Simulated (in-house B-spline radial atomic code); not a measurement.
A radial electron density 4πr²n(r) was computed for an atom or ion in its tabulated ground configuration with a B-spline radial code for spherical atoms; method: non-relativistic Hartree-Fock, average of configuration. Columns: r (bohr), 4πr²n(r) (electrons per bohr), bar.

```
 0.00225    1.026 #
 0.00268    1.419 ##
 0.00318    1.939 ##
 0.00379    2.655 ###
 0.00451    3.601 ####
 0.00536    4.834 #####
 0.00638    6.443 #######
 0.00759    8.482 #########
 0.00903    11.02 ############
  0.0107       14 ###############
  0.0128    17.68 ###################
  0.0152    21.61 #######################
  0.0181    25.81 ###########################
  0.0215     29.8 ################################
  0.0256    33.25 ###################################
  0.0305    35.59 ######################################
  0.0363    36.38 #######################################
  0.0431    35.54 ######################################
  0.0513    33.38 ###################################
  0.0611    30.86 #################################
  0.0727    29.32 ###############################
  0.0865    29.96 ################################
   0.103    33.14 ###################################
   0.122    37.63 ########################################
   0.146    41.41 ############################################
   0.173    41.52 ############################################
   0.206    36.94 #######################################
   0.245    29.14 ###############################
   0.292    21.63 #######################
   0.347    18.07 ###################
   0.413    18.95 ####################
   0.491    21.58 #######################
   0.585     22.2 ########################
   0.696       19 ####################
   0.828    13.19 ##############
   0.985    7.317 ########
    1.17    3.219 ###
    1.39    1.094 #
    1.66   0.2676 
    1.97  0.04995 
    2.35 0.006048
```

Task: Which atom or ion is it?
A. Cu7+
B. Ga7+
C. As8+
D. Zn7+

Result: D. The area under the curve, ∫4πr²n dr = ∫r·4πr²n d(ln r) on this logarithmic grid, is 23 electrons, which only this option has. The configuration is [Ar] 3d5.
